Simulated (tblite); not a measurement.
C6H12N (doublet state).
Cartesian coordinates in Å at the GFN2-xTB level; atoms count from 1:
```xyz
19
C6H12N angstrom
C      2.516   -0.383   -0.087
C      1.180   -0.220   -0.801
N      0.120   -0.031    0.157
C      0.024    1.252    0.860
C     -1.420    1.319    0.502
C     -1.263    0.091   -0.333
C     -2.154   -1.103   -0.006
H      2.784    0.532    0.435
H      3.300   -0.619   -0.802
H      2.446   -1.187    0.641
H      0.948   -1.130   -1.363
H      1.243    0.616   -1.522
H      0.649    2.041    0.418
H      0.267    1.185    1.927
H     -2.239    1.545    1.160
H     -1.304    0.283   -1.418
H     -3.187   -0.871   -0.251
H     -2.082   -1.335    1.053
H     -1.840   -1.974   -0.577
```

Level: GFN2-xTB in tblite, geometry and Hessian alike; calculated harmonic values, unscaled, isolated species. This tight-binding method is rough: wavenumbers can miss measured ones by several per cent, in bad cases by 10 to 20. One conformer, not necessarily the lowest. Open shells enter through the occupations alone, without spin polarisation, and single modes of such species can be off by tens of per cent.

Harmonic wavenumbers (cm⁻¹): 85.5, 127.0, 166.8, 198.9, 203.4, 261.5, 326.8, 430.1, 457.5, 531.5, 696.0, 826.1, 832.7, 882.7, 941.2, 989.0, 1010.0, 1033.5, 1057.9, 1072.5, 1087.3, 1111.2, 1130.7, 1179.5, 1183.9, 1222.4, 1235.6, 1258.3, 1267.8, 1292.5, 1341.8, 1384.5, 1404.6, 1440.8, 1478.6, 1484.0, 1489.9, 1491.5, 1501.4, 2793.2, 2809.3, 2832.2, 2889.6, 2956.1, 3031.9, 3037.0, 3037.6, 3039.9, 3049.0, 3051.3, 3112.2.

A = 4709, B = 1903, C = 1518 MHz; mass 98.097 u (most abundant isotopes); point group C1, symmetry number 1; spin multiplicity 2.

**Question.** What is the zero-point energy?

**Answer.** ½Σν̃ = 36378 cm⁻¹ = 104.01 kcal/mol.

**Question.** What is S at 350 K and 1 bar for an ideal gas of classical rigid rotors and harmonic oscillators?

**Answer.** Translation 40.48, rotation 28.04, vibration 24.85, spin (R ln 2) 1.38: S = 94.8 cal/(mol K).

**Question.** And Cp and H(350 K) − H(0)?

**Answer.** Cp = 37.44 cal/(mol K), of which vibrations give 29.49 (their classical limit is 51 R = 101.3); H(350 K) − H(0) = 7.65 kcal/mol without the zero-point energy, 4.87 from vibrations.

**Question.** Blend soft modes into free rotors: weight 1/[1 + (100 cm⁻¹/ν̃)⁴] for the oscillator and the rest for a rotor with moment μB/(μ + B), μ = h/(8π²ν), B = 10⁻⁴⁴ kg m². What vibrational entropy results?

**Answer.** 24.08 cal/(mol K) in place of 24.85, which changes −T·S at 350 K by +0.27 kcal/mol.

**Question.** What must be added to the electronic energy to get the Gibbs energy at 350 K and 1 bar?

**Answer.** ZPE + [H(350 K) − H(0)] − T·S = 104.01 + 7.65 − 33.16 = 78.50 kcal/mol.

Hindered rotation and anharmonicity are outside this model. Other conformers, if any are populated, would add a mixing term that is left out. The structure is chiral; the term R ln 2 for an equal mix with its mirror image is left out.

On one thread of an Arm Neoverse V1, no GPU (shared host), this took 0.57 s. The figure is for the frequency step alone.
